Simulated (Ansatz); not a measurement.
Wavefunction ladder for `[NH]=[Mo](=[NH])([F])[F]`

Cartesian coordinates in Å:
```
N -0.3969 -0.6190 1.2661
Mo -0.0436 -0.3733 -0.3926
N 0.4703 1.2476 -0.6052
F 1.3583 -1.4954 -0.8623
F -1.6054 -0.6217 -1.3642
H -0.4703 -0.3151 2.2279
H 0.6876 2.1767 -0.2698
```

The species carries charge 0 and has multiplicity 1. Correlated methods include outer-core shells of Mo, which these sets cover unevenly. Mo: def2 effective core potential. Geometry: relaxed with PBE0-D4/def2-TZVP. It is one conformer, not always the lowest. Frozen core, restricted reference, Ansatz.

```json
{"basis": "def2-SVP", "HF (Eh)": "-376.23812", "MP2 corr.": "-1.16687", "CCSD corr.": "-1.10594", "(T)": "-0.05460", "CCSD(T) total": "-377.39866"}
{"basis": "def2-TZVPP", "HF (Eh)": "-376.66099", "MP2 corr.": "-1.53518", "CCSD corr.": "-1.45750", "(T)": "-0.08256", "CCSD(T) total": "-378.20105"}
{"basis": "def2-QZVPP", "HF (Eh)": "-376.68043", "MP2 corr.": "-1.66007", "CCSD corr.": "–", "(T)": "–", "CCSD(T) total": "–"}
```
